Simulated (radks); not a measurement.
Results of a calculation; reference values are marked as such.
Q: Ionisation of the cerium ion Ce2+, [Xe] 4f2, to [Xe] 4f1 as the strength of local exchange is varied. Level of theory: Dirac Kohn-Sham, Slater X-alpha exchange (alpha = 2/3 is LDA exchange), no correlation, spin-unpolarised, spherical densities, finite nucleus; open shells fill j = l - 1/2 first; Fermi nuclear charge, rms radius 4.8771 fm (a radial shooting solver on a logarithmic mesh with Libxc functionals).

| alpha | E(Ce2+) (hartree) | exchange (hartree) | IE (eV) | -e of the level emptied (eV) | <r> of it (bohr) |
|---|---|---|---|---|---|
| 0.667 | -8852.1469 | -197.9132 | 19.287 | 11.784 (4f5/2) | 1.230 |
| 0.721 | -8868.1841 | -214.3170 | 20.651 | 12.931 (4f5/2) | 1.193 |
| 0.777 | -8884.8454 | -231.3868 | 22.110 | 14.181 (4f5/2) | 1.159 |
| 0.782 | -8886.3345 | -232.9138 | 22.243 | 14.296 (4f5/2) | 1.156 |
| 0.846 | -8905.4164 | -252.5008 | 23.968 | 15.800 (4f5/2) | 1.123 |
| 0.897 | -8920.6506 | -268.1648 | 25.382 | 17.047 (4f5/2) | 1.099 |
| ? | -8932.9160 | -280.7930 | 26.543 | 18.079 (4f5/2) | 1.081 |

Which alpha was used in the last row?

A: alpha = 0.938. NIST Atomic Spectra Database: 20.197 eV (semi-empirical). The Delta-SCF value meets it near alpha = 0.70. Spin polarisation and multiplet splitting are left out, so open shells lie too high by an amount that depends on their filling.

Beside tabulated values, note that spin-unpolarised runs miss the spin-polarisation part of the exchange energy of open shells.
